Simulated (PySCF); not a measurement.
Ge(OH)2 (GeH2O2), SMILES [OH][Ge][OH] (connectivity only; charge and spin as stated), neutral, multiplicity 1. Geometry: PBE-D3(BJ)/def2-TZVP. Other conformers were not sampled.

Method: PBE-D3(BJ)/def2-TZVP (PySCF).

Harmonic wavenumbers (cm⁻¹): 258, 389, 468, 641, 658, 803, 865, 3716, 3717. Rotational constants (GHz): 14.52, 7.773, 5.063; symmetry number 2.

Question: Work out the zero-point energy and the ideal-gas rigid-rotor harmonic-oscillator thermochemistry at 298.15 K and 1 atm.

Answer: ZPE = ½ Σ hcν = ½ × 11516 cm⁻¹ = 16.46 kcal/mol. H − E(el) = 19.74 kcal/mol. Entropy in cal/(mol K): translation 39.91, rotation 22.47, vibration 4.53, total 66.91. G − E(el) = -0.20 kcal/mol. Cp = 15.56 cal/(mol K).
